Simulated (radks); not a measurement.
Values are calculated unless marked as measured or tabulated.
Question: Ionisation of the cadmium ion Cd2+, [Kr] 4d10, to Cd3+, [Kr] 4d9, under several functionals. Scalar-relativistic Kohn-Sham, spin-polarised, spherical densities, finite nucleus; open shells are filled with parallel spins first (spin-orbit coupling, left out, can overturn this in heavy ions); a radial shooting solver on a logarithmic mesh with Libxc functionals. The NIST Atomic Spectra Database gives 37.47 eV (measured). Rank these functionals by the error of their Delta-SCF ionisation energy: exchange-only r2SCAN; revPBE; BP86; LDA (Slater exchange, VWN5 correlation); PBE; MS2 meta-GGA; HCTH/407.

Answer: From best to worst: revPBE 37.725 eV (+0.257); MS2 meta-GGA 37.776 eV (+0.308); PBE 37.809 eV (+0.341); BP86 37.899 eV (+0.431); LDA (Slater exchange, VWN5 correlation) 38.085 eV (+0.617); exchange-only r2SCAN 36.818 eV (-0.650); HCTH/407 38.374 eV (+0.906). Open shells are spherical and high-spin; term and fine-structure splittings are not resolved.
